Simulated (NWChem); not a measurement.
Everything below was run with NWChem. System: H2FNSn, charge 0, spin multiplicity 1, at a geometry optimised with PBE0/def2-SVP with def2 effective core potentials on Sn. The structure started from a generated list of species. Level: G0W0@PBE/def2-TZVPD with def2 effective core potentials on Sn, RI basis def2-tzvpd-rifit, no spin-orbit coupling.

The NWChem input:

```
start mol
memory heap 200 mb stack 700 mb global 1700 mb
geometry units angstroms nocenter noautoz
  Sn    -0.379451    -0.027715     0.000000
  F      0.816639     1.532062     0.000000
  N      1.189416    -1.303262     0.000000
  H      2.147715    -0.962590     0.000000
  H      1.149155    -2.317390     0.000000
  symmetry group Cs
end
basis spherical
  * library def2-tzvpd
end
ecp
  Sn library def2-ecp
end
basis "ri basis" bse spherical
  * library def2-tzvpd-rifit
end
dft
  xc xpbe96 cpbe96
  iterations 100
  direct
  tolerances tight
end
task dft energy
gw
  method cdgw
  states alpha occ 4 vir 2
end
task dft gw
```

Output (cleaned and shortened):

```
             Northwest Computational Chemistry Package (NWChem) 7.3.0
             --------------------------------------------------------

                                NWChem Input Module
                                -------------------

 Scaling coordinates for geometry "geometry" by  1.889725989
 (inverse scale =  0.529177249)

 Turning off AUTOSYM since
 SYMMETRY directive was detected!

                             Geometry "geometry" -> ""
                             -------------------------

 Output coordinates in angstroms (scale by  1.889725989 to convert to a.u.)

  No.       Tag          Charge          X              Y              Z
 ---- ---------------- ---------- -------------- -------------- --------------
    1 Sn                  50.0000    -0.37945100    -0.02771500     0.00000000
    2 F                    9.0000     0.81663900     1.53206200     0.00000000
    3 N                    7.0000     1.18941600    -1.30326200     0.00000000
    4 H                    1.0000     2.14771500    -0.96259000     0.00000000
    5 H                    1.0000     1.14915500    -2.31739000     0.00000000

 Effective nuclear repulsion energy (a.u.)     254.3604800568

            Nuclear Dipole moment (a.u.)
            ----------------------------
        X                 Y               Z
 ---------------- ---------------- ----------------
    -0.0000321253    -0.0000113384     0.0000000000

      Symmetry information
      --------------------

 Group name             Cs
 Group number              2
 Group order               2
 No. of unique centers     5

      Symmetry unique atoms

     1    2    3    4    5


 Summary of "ao basis" -> "" (spherical)
 ------------------------------------------------------------------------------
       Tag                 Description            Shells   Functions and Types
 ---------------- ------------------------------  ------  ---------------------
 *                         def2-tzvpd                 on all atoms

 Summary of "ri basis" -> "" (spherical)
 ------------------------------------------------------------------------------
       Tag                 Description            Shells   Functions and Types
 ---------------- ------------------------------  ------  ---------------------
 *                      def2-tzvpd-rifit              on all atoms

  pbe96 is a nonlocal functional; adding pw91lda local functional.

                                 NWChem DFT Module
                                 -----------------

 Summary of "ao basis" -> "ao basis" (spherical)
 ------------------------------------------------------------------------------
       Tag                 Description            Shells   Functions and Types
 ---------------- ------------------------------  ------  ---------------------
 Sn                        def2-tzvpd               18       56   7s5p4d2f
 F                         def2-tzvpd               14       40   6s4p3d1f
 N                         def2-tzvpd               13       37   6s3p3d1f
 H                         def2-tzvpd                5        9   3s2p

 Summary of "ao basis" -> "ao basis" (spherical)
 ------------------------------------------------------------------------------
       Tag                 Description            Shells   Functions and Types
 ---------------- ------------------------------  ------  ---------------------
 Sn                        def2-tzvpd               18       56   7s5p4d2f
 F                         def2-tzvpd               14       40   6s4p3d1f
[...]
  ----- ------------  ---------------      ----- ------------  ---------------
   105      0.390954  3 N  pz               108      0.350698  3 N  pz
   111      0.272108  3 N  pz                19      0.127061  1 Sn pz
    13     -0.121036  1 Sn pz                16      0.116316  1 Sn pz
    65     -0.102162  2 F  pz                68     -0.081283  2 F  pz
    22      0.072811  1 Sn pz                71     -0.063282  2 F  pz

 Vector   21  Occ=0.000000D+00  E=-9.814048D-02  Symmetry=a"
              MO Center= -3.8D-01, -1.4D-01, -1.4D-14, r^2= 3.8D+00
   Bfn.  Coefficient  Atom+Function         Bfn.  Coefficient  Atom+Function
  ----- ------------  ---------------      ----- ------------  ---------------
    19      0.492727  1 Sn pz                22      0.381533  1 Sn pz
    13     -0.335293  1 Sn pz                16      0.323673  1 Sn pz
   105     -0.176079  3 N  pz               108     -0.159891  3 N  pz
   111     -0.143520  3 N  pz                65     -0.116448  2 F  pz
    68     -0.092103  2 F  pz                71     -0.084600  2 F  pz

 Vector   22  Occ=0.000000D+00  E=-4.627838D-02  Symmetry=a'
              MO Center= -6.2D-01, -3.8D-01,  3.9D-17, r^2= 5.5D+00
   Bfn.  Coefficient  Atom+Function         Bfn.  Coefficient  Atom+Function
  ----- ------------  ---------------      ----- ------------  ---------------
    21      0.662977  1 Sn py                18      0.452515  1 Sn py
     6      0.397779  1 Sn s                145      0.379585  5 H  s
    62     -0.282285  2 F  s                 12     -0.251320  1 Sn py
    15      0.242855  1 Sn py               102     -0.198677  3 N  s
   100      0.165498  3 N  s                150      0.155314  5 H  py

 Vector   23  Occ=0.000000D+00  E=-2.028485D-02  Symmetry=a'
              MO Center=  7.2D-01, -8.2D-01,  1.6D-15, r^2= 8.2D+00
   Bfn.  Coefficient  Atom+Function         Bfn.  Coefficient  Atom+Function
  ----- ------------  ---------------      ----- ------------  ---------------
   102      0.917134  3 N  s                 20      0.721538  1 Sn px
   136     -0.722128  4 H  s                145     -0.688595  5 H  s
     7      0.562425  1 Sn s                101      0.561338  3 N  s
   100     -0.402137  3 N  s                150     -0.403869  5 H  py
   140      0.367550  4 H  px                62     -0.313237  2 F  s

 center of mass
 --------------
 x =  -0.11424666 y =   0.05293746 z =   0.00000000

 moments of inertia (a.u.)
 ------------------
         266.737504683705           4.304168429018           0.000000000000
           4.304168429018         195.968986849065           0.000000000000
           0.000000000000           0.000000000000         462.706491532770

     Multipole analysis of the density
     ---------------------------------

     L   x y z        total         alpha         beta         nuclear
     -   - - -        -----         -----         ----         -------
     0   0 0 0     -0.000000    -20.000000    -20.000000     40.000000

     1   1 0 0     -0.468077    -10.272840    -10.272840     20.077604
     1   0 1 0     -1.033563     -1.250008     -1.250008      1.466454
     1   0 0 1     -0.000000     -0.000000     -0.000000      0.000000

     2   2 0 0    -25.926620    -57.612203    -57.612203     89.297786
     2   1 1 0     -2.297472      6.153407      6.153407    -14.604286
     2   1 0 1     -0.000000     -0.000000     -0.000000      0.000000
     2   0 2 0    -27.584997    -84.014163    -84.014163    140.443329
     2   0 1 1      0.000000      0.000000      0.000000      0.000000
     2   0 0 2    -25.995389    -12.997694    -12.997694      0.000000

 Task  times  cpu:       19.1s     wall:       19.1s

                                NWChem Input Module
                                -------------------

                                 NWChem GW Module
                                 ----------------

                             ***********************
                             ***        GW       ***
                             ***********************

 Summary of "ri basis" -> "ri basis" (spherical)
 ------------------------------------------------------------------------------
       Tag                 Description            Shells   Functions and Types
 ---------------- ------------------------------  ------  ---------------------
 Sn                     def2-tzvpd-rifit            42      200   10s9p9d7f4g3h
 F                      def2-tzvpd-rifit            26       92   9s7p5d4f1g
 N                      def2-tzvpd-rifit            26       92   9s7p5d4f1g
 H                      def2-tzvpd-rifit            10       24   5s3p2d

                 Memory Information
                 ------------------
          Available GA per process is          1699.8 MBs
          Available stack per process is        700.0 MBs
          Available heap per process is           0.1 MBs

          Peak memory in Initialization
              Peak GA per process is                 12.5 MBs
              Peak stack per process is               0.3 MBs
              Peak heap per process is               13.1 MBs
              Memory not in MA per process            0.0 MBs

          Peak memory in CDGW Calculation
              Peak GA per process is                 15.6 MBs
              Peak stack per process is               2.9 MBs
              Peak heap per process is                3.1 MBs
              Memory not in MA per process            0.0 MBs

          Computing 2-center integrals
          Computing Inverse Cholesky factor
          Computing 3-center integrals
          Computing Vxc

          Computing Sigma_x
          Computing W(iw) on the imaginary grid
          Solving quasiparticle equations

                  Alpha Orbitals
          State     Energy (eV)     Error (eV)
          -----------------------------------
@GW        17        -10.843           0.003
@GW        18        -11.281           0.011
@GW        19         -9.570           0.002
@GW        20         -8.676           0.002
@GW        21         -0.217           0.002
@GW        22          1.005           0.002

     GW Timing Statistics
   ------------------------
   Init.   :          0.1s
     ERIs  :          1.1s
     Distr.:          0.0s
     Vxc   :          0.2s
   Vmo     :          0.0s
   iW      :          1.7s
   I_n     :          0.0s
   R_n     :          0.2s
   GW total:          3.4s

 Task  times  cpu:        3.4s     wall:        3.4s

 Total times  cpu:       22.5s     wall:       22.5s
```
